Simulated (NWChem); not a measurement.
# C$_{3}$H$_{10}$Si; SMILES C[SiH](C)C

Computed with NWChem. Pople sets run with spherical d functions. Coordinates come from a PBE0/def2-SVP optimisation.

Question: Order these runs by computing time, cheapest first, and give rough ratios: B3LYP/STO-3G; B3LYP/6-311++G**; B3LYP/aug-cc-pVTZ; B3LYP/6-31G*.

Answer: B3LYP/STO-3G (1), B3LYP/6-31G* (3), B3LYP/6-311++G** (10), B3LYP/aug-cc-pVTZ (300). Ratios are rough, from one shared machine; the cheapest took around 2.4 core-seconds (rough). What differs between the cheapest and the dearest: highest occupied level (eV) -6.74 → -8.32; orbital gap (eV) 14.94 → 7.95; dipole (D) 0.15 → 0.55.
